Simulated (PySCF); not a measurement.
In(Cl)(OH)(OMe) (CH4ClInO2), SMILES C[O][In]([OH])[Cl].

Coordinates come from a B3LYP-D3(BJ)/def2-SVP optimisation. The def2 effective core potentials stand for the cores of In; spin–orbit coupling is left out. Other conformers were not sampled.

Level of theory: PBE0/def2-TZVP in PySCF.

Symmetry labels are those of the subgroup Cs that the program uses (full group Cs).

Computed valence orbital energies around the gap with their symmetry:
```
orbital  symmetry  energy (eV)
-------  --------  -----------
HOMO−7         A'       -12.18
HOMO−6         A'       -11.19
HOMO−5         A'        -9.60
HOMO−4         A"        -9.40
HOMO−3         A'        -9.11
HOMO−2         A"        -9.01
HOMO−1         A'        -8.36
HOMO           A"        -8.03
LUMO           A'        -2.46
LUMO+1         A"        -1.08
LUMO+2         A'         0.50
LUMO+3         A'         0.70
```
